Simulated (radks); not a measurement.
Results of a calculation; reference values are marked as such.
Ionisation of Pb+, [Hg] 6p1, to Pb2+, [Hg], under several functionals. Scalar-relativistic Kohn-Sham, spin-unpolarised, spherical densities, point nucleus; a radial shooting solver on a logarithmic mesh with Libxc functionals.

functional  E(Pb+) (hartree)  Exc (hartree)  IE (eV)  -e(HOMO) (eV)  <r> HOMO (bohr)  IE error (eV)
XLYP             -20883.8368      -388.3280   13.540          9.888            3.037         -1.493
BLYP             -20882.7362      -387.2301   13.495          9.857            3.027         -1.537
PBE              -20881.6663      -386.1900   13.445          9.857            3.015         -1.588
HCTH/407         -20893.3846      -398.3534   13.517          9.921            3.046         -1.515

NIST Atomic Spectra Database: 15.032 eV (measured). Closest: XLYP. The Delta-SCF values span 0.09 eV, the total energies 11.72 hartree. The highest occupied level is 6p. Spin polarisation and multiplet splitting are left out, so open shells lie too high by an amount that depends on their filling. Spin-orbit splitting is averaged out at the scalar-relativistic level.

Beside tabulated values, note that spin-unpolarised runs miss the spin-polarisation part of the exchange energy of open shells, and scalar-relativistic runs lack spin-orbit coupling.
